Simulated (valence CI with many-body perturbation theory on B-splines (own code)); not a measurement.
## E1 line list for Hf LIX

Calculated by configuration interaction combined with many-body perturbation theory (CI+MBPT): four valence electrons over a frozen Dirac-Fock core [Ne], radial functions for each j: 11 s, 11 p, 9 d, 7 f, 5 g, 2 h, 1 i, with the one-electron correlation potential Σ1 (screened to all orders), the two-electron term Σ2, the three-electron term Σ3, Breit, model QED; selected single and double excitations, second order for the rest (own B-spline code, finite nucleus).

No measured spectrum was set against this ion. As an estimate, large intervals hold to a few tenths of a per cent, small ones and those within an open d or f shell to about a per cent.

Lines 1 to 50 of 236 in falling wavelength, among levels below 1154.7 eV, chosen from the strongest by gf and those to the six lowest levels. Wavelengths and rates use the calculated energies. Electric multipoles are in the length gauge, E1 and E2 with the static RPA response of the core. Weak lines are less certain than strong ones. Lines between different terms over intervals too small for the method are left out, as are lines whose strength nearly cancels. The highest levels of a list are the least certain.

Levels are named by their leading jj configuration (3d3/2^4 stands for four electrons in 3d with j = 3/2), which in mixed levels can hold well under half, so a name can repeat and another be missing. Letters in brackets count levels of one name in rising energy.

```
λ vac (nm)                           Upper                       Lower   A (s⁻¹)  S (a.u.) with core polarisation  S without
     11.55              (3s^2 3p3/2^2) J=2      (3s^2 3p1/2 3d3/2) J=2  2.11e+06                         8.04e-06   8.18e-06
     11.00  (3s 3p1/2 3p3/2 3d3/2) J=3 [a]      (3s^2 3p3/2 3d3/2) J=2  2.05e+09                         9.44e-03   9.59e-03
     9.504          (3s 3p1/2^2 3d3/2) J=2      (3s^2 3p1/2 3d3/2) J=1  7.35e+09                         1.56e-02   1.58e-02
     9.436  (3s 3p1/2 3p3/2 3d5/2) J=4 [a]      (3s^2 3p3/2 3d5/2) J=4  2.62e+09                         9.79e-03   9.95e-03
     9.411              (3s^2 3p3/2^2) J=2      (3s 3p1/2^2 3p3/2) J=1  1.34e+08                         2.75e-04   2.80e-04
     9.352      (3s 3p1/2 3p3/2 3d3/2) J=4      (3s^2 3p3/2 3d3/2) J=3  8.71e+09                         3.17e-02   3.22e-02
     8.697  (3s 3p1/2 3p3/2 3d3/2) J=2 [c]      (3s^2 3p3/2 3d3/2) J=2  6.42e+09                         1.04e-02   1.06e-02
     8.679  (3s 3p1/2 3p3/2 3d5/2) J=4 [b]      (3s^2 3p3/2 3d5/2) J=3  5.98e+09                         1.74e-02   1.76e-02
     8.343  (3s 3p1/2 3p3/2 3d3/2) J=3 [b]      (3s^2 3p3/2 3d3/2) J=2  3.62e+09                         7.27e-03   7.39e-03
     8.185              (3s^2 3p3/2^2) J=0      (3s 3p1/2^2 3p3/2) J=1  2.41e+08                         6.53e-05   6.63e-05
     8.145          (3s 3p1/2^2 3p3/2) J=2      (3s^2 3p1/2 3p3/2) J=2  1.10e+10                         1.47e-02   1.49e-02
     8.126  (3s 3p1/2 3p3/2 3d5/2) J=3 [a]      (3s^2 3p3/2 3d5/2) J=2  6.21e+09                         1.15e-02   1.17e-02
     8.082      (3s 3p1/2 3p3/2 3d5/2) J=5      (3s^2 3p3/2 3d5/2) J=4  1.96e+10                         5.62e-02   5.71e-02
     8.056  (3s 3p1/2 3p3/2 3d3/2) J=2 [d]      (3s^2 3p3/2 3d3/2) J=1  7.35e+09                         9.48e-03   9.64e-03
     7.984          (3s 3p1/2 3p3/2^2) J=3          (3s^2 3p3/2^2) J=2  1.28e+10                         2.25e-02   2.29e-02
     7.897  (3s 3p1/2 3p3/2 3d5/2) J=4 [c]      (3s^2 3p3/2 3d5/2) J=3  1.16e+10                         2.54e-02   2.57e-02
     7.811  (3s 3p1/2 3p3/2 3d3/2) J=1 [c]      (3s^2 3p3/2 3d3/2) J=1  1.33e+10                         9.36e-03   9.51e-03
     7.810              (3s^2 3p3/2^2) J=2      (3s 3p1/2^2 3p3/2) J=2  9.63e+07                         1.13e-04   1.15e-04
     7.774          (3s 3p1/2^2 3d5/2) J=3      (3s^2 3p1/2 3d5/2) J=3  1.55e+10                         2.52e-02   2.56e-02
     7.726          (3s 3p1/2^2 3d5/2) J=3      (3s^2 3p1/2 3d5/2) J=2  2.52e+10                         4.01e-02   4.08e-02
     7.699      (3s 3p1/2 3p3/2^2) J=1 [a]          (3s^2 3p3/2^2) J=0  1.02e+10                         6.87e-03   6.98e-03
     7.688          (3s 3p1/2^2 3p3/2) J=2      (3s^2 3p1/2 3p3/2) J=1  1.37e+10                         1.53e-02   1.56e-02
     7.681  (3s 3p1/2 3p3/2 3d3/2) J=3 [c]      (3s^2 3p3/2 3d3/2) J=3  1.63e+10                         2.55e-02   2.59e-02
     7.672  (3s 3p1/2 3p3/2 3d5/2) J=1 [c]      (3s^2 3p3/2 3d5/2) J=1  1.57e+10                         1.05e-02   1.06e-02
     7.624  (3s 3p1/2 3p3/2 3d5/2) J=3 [b]      (3s^2 3p3/2 3d5/2) J=2  1.43e+10                         2.19e-02   2.22e-02
     7.604  (3s 3p1/2 3p3/2 3d5/2) J=1 [a]      (3s^2 3p3/2 3d5/2) J=2  1.13e+10                         7.35e-03   7.47e-03
     7.548  (3s 3p1/2 3p3/2 3d5/2) J=2 [c]      (3s^2 3p3/2 3d5/2) J=1  1.41e+10                         1.49e-02   1.52e-02
     7.503          (3s 3p1/2^2 3d3/2) J=1      (3s^2 3p1/2 3d3/2) J=2  3.14e+10                         1.96e-02   1.99e-02
     7.435  (3s 3p1/2 3p3/2 3d5/2) J=2 [b]      (3s^2 3p3/2 3d5/2) J=2  1.47e+10                         1.49e-02   1.52e-02
     7.230  (3s 3p1/2 3p3/2 3d3/2) J=2 [b]  (3s 3p1/2 3p3/2^2) J=2 [b]  1.20e+10                         1.12e-02   1.14e-02
     7.226  (3s 3p1/2 3p3/2 3d5/2) J=2 [d]      (3s^2 3p3/2 3d5/2) J=1  1.29e+10                         1.20e-02   1.22e-02
     7.221  (3s 3p1/2 3p3/2 3d3/2) J=2 [b]  (3s 3p1/2 3p3/2^2) J=1 [a]  8.96e+09                         8.33e-03   8.46e-03
     7.197          (3s 3p1/2^2 3d3/2) J=2      (3s^2 3p1/2 3d3/2) J=2  2.40e+10                         2.21e-02   2.24e-02
     7.178  (3s 3p1/2 3p3/2 3d5/2) J=3 [d]      (3s^2 3p3/2 3d5/2) J=3  2.08e+10                         2.66e-02   2.70e-02
     7.168          (3s 3p1/2^2 3d5/2) J=2      (3s^2 3p1/2 3d5/2) J=3  3.47e+10                         3.16e-02   3.21e-02
     7.130  (3s 3p1/2 3p3/2 3d5/2) J=2 [c]      (3s^2 3p3/2 3d5/2) J=3  1.28e+10                         1.14e-02   1.16e-02
     7.127          (3s 3p1/2^2 3d5/2) J=2      (3s^2 3p1/2 3d5/2) J=2  8.70e+09                         7.78e-03   7.90e-03
     7.093  (3s 3p1/2 3p3/2 3d5/2) J=4 [b]      (3s^2 3p3/2 3d5/2) J=4  7.22e+09                         1.15e-02   1.16e-02
     6.944  (3s 3p1/2 3p3/2 3d3/2) J=2 [a]      (3s 3p1/2 3p3/2^2) J=3  1.53e+10                         1.26e-02   1.28e-02
     6.918          (3s 3p1/2^2 3p3/2) J=1      (3s^2 3p1/2 3p3/2) J=2  4.02e+10                         1.97e-02   2.00e-02
     6.858      (3s 3p1/2 3p3/2^2) J=1 [a]          (3s^2 3p3/2^2) J=2  1.67e+10                         7.97e-03   8.09e-03
     6.850      (3s 3p1/2 3p3/2^2) J=2 [b]          (3s^2 3p3/2^2) J=2  2.32e+10                         1.84e-02   1.87e-02
     6.842  (3s 3p1/2 3p3/2 3d5/2) J=2 [d]      (3s^2 3p3/2 3d5/2) J=3  1.50e+10                         1.19e-02   1.21e-02
     6.804  (3s 3p1/2 3p3/2 3d3/2) J=1 [d]      (3s^2 3p3/2 3d3/2) J=2  1.59e+10                         7.42e-03   7.53e-03
     6.787           (3p1/2^2 3p3/2^2) J=0  (3s 3p1/2 3p3/2^2) J=1 [a]  7.22e+10                         1.11e-02   1.13e-02
     6.659  (3s 3p1/2 3p3/2 3d5/2) J=3 [c]      (3s^2 3p3/2 3d5/2) J=4  2.95e+10                         3.01e-02   3.05e-02
     6.585          (3s 3p1/2^2 3p3/2) J=1      (3s^2 3p1/2 3p3/2) J=1  1.33e+10                         5.62e-03   5.71e-03
     6.566  (3s 3p1/2 3p3/2 3d3/2) J=2 [e]      (3s^2 3p3/2 3d3/2) J=3  3.19e+10                         2.23e-02   2.27e-02
     6.562  (3s 3p1/2 3p3/2 3d5/2) J=4 [c]      (3s^2 3p3/2 3d5/2) J=4  1.83e+10                         2.30e-02   2.33e-02
     6.536          (3s 3p1/2^2 3d3/2) J=1      (3s 3p1/2^2 3p3/2) J=1  1.43e+10                         5.92e-03   6.01e-03
```
